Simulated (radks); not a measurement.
Valence configurations of Mo+ (all share [Kr]). Method: Dirac Kohn-Sham, PBE, spin-unpolarised, spherical densities, finite nucleus; open shells fill j = l - 1/2 first; Fermi nuclear charge, rms radius 4.4091 fm; computed with a radial shooting solver on a logarithmic mesh with Libxc functionals. Energies are relative to 4d5; eigenvalues in eV.

[
 {"valence": "4d5", "E (eV)": "0.000", "e(4d3/2)": "-10.474", "e(4d5/2)": "-10.260", "e(5p1/2)": "-", "e(5p3/2)": "-", "e(5s1/2)": "-"},
 {"valence": "4d4 5s1", "E (eV)": "1.033", "e(4d3/2)": "-12.824", "e(4d5/2)": "-", "e(5p1/2)": "-", "e(5p3/2)": "-", "e(5s1/2)": "-10.944"},
 {"valence": "4d3 5s2", "E (eV)": "3.614", "e(4d3/2)": "-15.475", "e(4d5/2)": "-", "e(5p1/2)": "-", "e(5p3/2)": "-", "e(5s1/2)": "-12.161"},
 {"valence": "4d4 5p1", "E (eV)": "5.192", "e(4d3/2)": "-13.857", "e(4d5/2)": "-", "e(5p1/2)": "-7.420", "e(5p3/2)": "-", "e(5s1/2)": "-"},
 {"valence": "4d2 5s1.5 5p1.5", "E (eV)": "15.094", "e(4d3/2)": "-19.768", "e(4d5/2)": "-", "e(5p1/2)": "-9.299", "e(5p3/2)": "-", "e(5s1/2)": "-14.273"},
 {"valence": "4d2 5s0.5 5p2.5", "E (eV)": "20.256", "e(4d3/2)": "-20.737", "e(4d5/2)": "-", "e(5p1/2)": "-9.797", "e(5p3/2)": "-9.496", "e(5s1/2)": "-14.850"},
 {"valence": "4d2 5p3", "E (eV)": "22.943", "e(4d3/2)": "-21.234", "e(4d5/2)": "-", "e(5p1/2)": "-10.047", "e(5p3/2)": "-9.742", "e(5s1/2)": "-"}
]

NIST lists [Kr] 4d5 as the ground configuration; this level of theory agrees among the configurations tried. The energies are those of spherical spin-averaged densities, not of single terms.
